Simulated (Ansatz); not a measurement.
Geometry optimisation, RKS B3LYP/STO-3G in Ansatz 0.2.0.

The input (input.yaml):

```yaml
crystal:
  periodic: [false, false, false]
  atoms:
    - { symbol: C, position_ang: [1.3748, -2.5322, -0.9868] }
    - { symbol: B, position_ang: [1.7882, -0.9745, -1.0622] }
    - { symbol: S, position_ang: [1.3163, 0.2231, 0.3185] }
    - { symbol: C, position_ang: [-0.1637, 0.736, -0.4238] }
    - { symbol: C, position_ang: [-0.9629, 1.7355, 0.4455] }
    - { symbol: C, position_ang: [-1.5049, 1.1289, 1.7452] }
    - { symbol: H, position_ang: [0.7049, -2.7066, -1.8672] }
    - { symbol: H, position_ang: [2.2557, -3.1307, -1.0303] }
    - { symbol: H, position_ang: [0.7618, -2.6553, -0.0216] }
    - { symbol: H, position_ang: [2.4091, -0.5818, -1.9684] }
    - { symbol: H, position_ang: [-0.8955, -0.1637, -0.5617] }
    - { symbol: H, position_ang: [-0.0143, 1.2037, -1.3894] }
    - { symbol: H, position_ang: [-1.8684, 2.1913, -0.1244] }
    - { symbol: H, position_ang: [-0.3049, 2.5914, 0.7352] }
    - { symbol: H, position_ang: [-2.0602, 1.8633, 2.3333] }
    - { symbol: H, position_ang: [-2.1928, 0.3145, 1.5246] }
    - { symbol: H, position_ang: [-0.6624, 0.7567, 2.3738] }
basis:
  gaussian: { orbitals: STO-3G }
hamiltonian:
  xc: b3lyp
relax:
  f_tol: 0.015
  max_steps: 40
output:
  orbitals: {}
```

Launched with:

```bash
$ ansatz run input.yaml --threads 1 --pin off --max-ram 2048MiB --backend cpu --events-out ev --progress --plain --runs-dir out
```

**Question.** Where does it end, and by what steps?

**Answer.** The run converged. The force dipped under the threshold on the way, but the program's further checks kept it going. Limits of this set-up: minimal basis. After 17 steps the energy has fallen by 1.847 eV; H10 moved furthest, 1.67 Å.

```tsv
step	energy less start (eV)	largest force component (eV/Å)	accepted
0	0.0000	4.331	yes
1	-0.5479	1.297	yes
2	-0.6936	0.606	yes
3	-0.8474	0.877	yes
4	-1.0316	0.858	yes
5	-1.2570	0.767	yes
6	-1.4909	0.729	yes
7	-1.6725	0.337	yes
8	-1.7746	0.265	yes
9	-1.8255	0.097	yes
10	-1.8084	0.397	no
11	-1.8361	0.081	yes
12	-1.8422	0.090	yes
13	-1.8399	0.322	no
14	-1.8444	0.129	yes
15	-1.8463	0.055	yes
16	-1.8466	0.008	yes
17	-1.8467	0.009	yes
```

```xyz
17
Properties=species:S:1:pos:R:3
C 1.959 -2.717 -0.970
B 1.100 -1.399 -1.121
S 0.586 -0.515 0.294
C -0.361 0.896 -0.446
C -0.773 1.935 0.643
C -1.759 1.355 1.698
H 1.445 -3.566 -1.450
H 2.921 -2.608 -1.499
H 2.179 -3.003 0.069
H 0.810 -1.019 -2.191
H -1.265 0.508 -0.948
H 0.261 1.392 -1.211
H -1.245 2.795 0.137
H 0.132 2.311 1.152
H -2.015 2.122 2.445
H -2.688 1.015 1.216
H -1.306 0.499 2.222
```

Whether the end is a true minimum wasn't checked by a vibrational analysis.

Run time: 110 s on 1 thread of AMD EPYC 7R43 64-Core Processor (Zen 3) (shared host), peak memory 0.14 GiB.
